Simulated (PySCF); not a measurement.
Species: C2H10OSi2.
Cartesian coordinates in Å at the PBE0-D3(BJ)/def2-SVP level; atoms count from 1:
```xyz
15
C2H10OSi2 angstrom
C     -2.0754    1.0252   -0.7660
O     -0.8625    0.7331   -0.1417
C     -0.8386   -0.5199    0.4888
Si     0.9108   -0.7413    1.2026
Si     2.3898   -0.0562   -0.4783
H     -2.3216    0.2847   -1.5527
H     -2.9150    1.0474   -0.0434
H     -1.9861    2.0167   -1.2319
H     -1.6135   -0.5952    1.2802
H     -1.0447   -1.3406   -0.2315
H      1.1160   -2.1802    1.5661
H      1.0881    0.0810    2.4396
H      3.7961   -0.4580   -0.1581
H      2.0004   -0.7071   -1.7688
H      2.3472    1.4267   -0.6488
```

Computed, not measured: PySCF 2.14.0, PBE0-D3(BJ)/def2-SVP geometry optimisation, gas phase.

Masses are those of the commonest isotopes; rigid-rotor values at the optimised geometry. The values belong to one conformer with, in the numbering `[CH3:1][O:2][CH2:3][SiH2:4][SiH3:5]`, C1–O2–C3–Si4 178°, O2–C3–Si4–Si5 -45°.

(1) Give the principal moments of inertia and the rotational constants in GHz.

(2) What kind of rotor is it?

(3) What does the inertial defect say?

(4) Give the other two planar moments, Paa and Pbb, and the rms extents of the mass along the axes.

(5) Where do the levels up to J = 5 lie, in K?

(6) Predict some low-J microwave lines.

Answers

(1) Ia = 111.40, Ib = 314.33, Ic = 399.40 u·Å²; 505379 MHz·u·Å²/I gives 4537, 1608 and 1265 MHz, that is A = 4.5365, B = 1.6078, C = 1.2654 GHz.

(2) An asymmetric top. Ray's parameter κ = (2B − A − C)/(A − C) = -0.791; −1 is the prolate and +1 the oblate limit.

(3) Not planar: Δ = Ic − Ia − Ib = -26.34 u·Å². For a rigid frame Δ = −2 Σ m c², so Σ m c² = 13.17 u·Å² lies off the ab plane: 9.75 from hydrogen and 3.42 from heavier atoms. The atom farthest from that plane is 1.51 Å away.

(4) Paa = Σ m a² = (Ib + Ic − Ia)/2 = 301.16 and Pbb = Σ m b² = (Ia + Ic − Ib)/2 = 98.23 u·Å². With the mass M = 106.03 u, the rms extents √(P/M) along a, b and c are 1.69, 0.96, 0.35 Å.

(5) Above 0(0,0), as E/k:
J = 1: 1(0,1) 0.138, 1(1,1) 0.278, 1(1,0) 0.295
J = 2: 2(0,2) 0.412, 2(1,2) 0.538, 2(1,1) 0.587, 2(2,1) 1.009, 2(2,0) 1.010
J = 3: 3(0,3) 0.821, 3(1,3) 0.926, 3(1,2) 1.025, 3(2,2) 1.422, 3(2,1) 1.429, 3(3,1) 2.167, 3(3,0) 2.167
J = 4: 4(0,4) 1.359, 4(1,4) 1.442, 4(1,3) 1.606, 4(2,3) 1.973, 4(2,2) 1.993, 4(3,2) 2.721, 4(3,1) 2.722, 4(4,1) 3.760, 4(4,0) 3.760
J = 5: 5(0,5) 2.024, 5(1,5) 2.085, 5(1,4) 2.330, 5(2,4) 2.659, 5(2,3) 2.704, 5(3,3) 3.415, 5(3,2) 3.417, 5(4,2) 4.453, 5(4,1) 4.453, 5(5,1) 5.789, 5(5,0) 5.789
Those of J = 1 are B + C, A + C and A + B.

(6) The dipole components are |μa| = 1.61 D, |μb| = 0.49 D, |μc| = 0.72 D. Intensities carry the squares of the components, which stand as 1.00 : 0.09 : 0.20 (a : b : c). Some lines, for components of 0.1 D or more:

| type | branch | J(Ka,Kc) | MHz | lower level (cm⁻¹) |
| --- | --- | --- | --- | --- |
| c | Q | 5(1,5) ← 5(0,5) | 1281 | 1.407 |
| a | Q | 3(1,2) ← 3(1,3) | 2053 | 0.644 |
| c | Q | 3(1,3) ← 3(0,3) | 2196 | 0.570 |
| b | Q | 1(1,0) ← 1(0,1) | 3271 | 0.096 |
| b | Q | 4(1,3) ← 4(0,4) | 5145 | 0.945 |
| c | Q | 5(2,4) ← 5(1,4) | 6866 | 1.619 |
| b | Q | 5(2,3) ← 5(1,4) | 7794 | 1.619 |
| b | R | 4(0,4) ← 3(1,3) | 9025 | 0.644 |
| b | R | 5(0,5) ← 4(1,4) | 12119 | 1.002 |
| b | Q | 5(3,3) ← 5(2,4) | 15737 | 1.848 |
| b | R | 3(2,2) ← 2(1,1) | 17406 | 0.408 |
| c | R | 4(2,2) ← 3(1,2) | 20174 | 0.712 |
| b | R | 5(4,1) ← 4(3,2) | 36082 | 1.891 |
| c | R | 5(5,1) ← 4(4,1) | 42270 | 2.614 |

Whether it is a minimum is left open (no frequencies). Constants of a rigid frame at the computed geometry: no zero-point averaging, no centrifugal distortion. A rigid rotor knows nothing of internal rotation, which can split or shift real lines.

The run took 2.0 min wall, 62 s CPU on one thread of an Intel Xeon Platinum 8488C, shared host with 192 logical CPUs at a one-minute load of 61, and the process peaked at 0.53 GiB of memory. That covers the optimisation of the geometry.
